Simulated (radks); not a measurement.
Problem. Isoelectronic series with 13 electrons, all held in the configuration [Ne] 3s2 3p1, which need not be the ground one along the series. All-electron calculation, scalar-relativistic Kohn-Sham, r2SCAN, spin-polarised, spherical densities, finite nucleus; open shells are filled with parallel spins first; meta-GGA in the generalised Kohn-Sham scheme; Fermi nuclear charge, rms radius of each element as measured or else 0.836 A^(1/3) + 0.57 fm. Program: a radial shooting solver on a logarithmic mesh with Libxc functionals. Total energies (hartree) and mean radii <r> (bohr) (* marks an orbital that is empty in some or all of the ions):

ion,E (hartree),3p down*,3p up,3s down,3s up,2p down
Al,-242.79133,3.241,3.367,2.548,2.591,0.6020
Si+,-289.67137,2.422,2.436,2.069,2.077,0.5361
P2+,-340.97135,1.964,1.962,1.754,1.754,0.4833
S3+,-396.68479,1.664,1.660,1.530,1.527,0.4401
Ar5+,-521.35883,1.287,1.282,1.226,1.222,0.3734
K6+,-590.33070,1.159,1.155,1.117,1.114,0.3471
Ca7+,-663.73638,1.055,1.051,1.027,1.024,0.3242
Sc8+,-741.58550,0.9693,0.9657,0.9508,0.9475,0.3042
Ti9+,-823.88879,0.8965,0.8933,0.8853,0.8822,0.2865
V10+,-910.65795,0.8341,0.8313,0.8283,0.8256,0.2707
Cr11+,-1001.90546,0.7801,0.7775,0.7784,0.7758,0.2566
Mn12+,-1097.64472,0.7327,0.7304,0.7342,0.7318,0.2439
Fe13+,-1197.89003,0.6908,0.6887,0.6948,0.6926,0.2323
Co14+,-1302.65631,0.6535,0.6516,0.6594,0.6574,0.2218
Ni15+,-1411.95961,0.6201,0.6183,0.6274,0.6256,0.2122
Cu16+,-1525.81597,0.5899,0.5883,0.5984,0.5967,0.2034

Estimate the row of Cl4+.

Solution. E (hartree) -456.81245; 3p down* 1.450; 3p up 1.445; 3s down 1.360; 3s up 1.357; 2p down 0.4040.
